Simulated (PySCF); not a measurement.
All values below come from PySCF with PBE-D3(BJ)/def2-TZVP // PBE0-D3(BJ)/def2-TZVP. All species are isolated molecules in the gas phase. 

Reference species (SMILES): `ClC(F)(Cl)Cl` (neutral, multiplicity 1).

The dipole moment is 0.29 D.

Changed species: `FC(F)(F)Cl` (whole molecule; the reference has whole molecule).

Problem. Predict the effect on the dipole moment.

Solution. the dipole moment hardly moves.
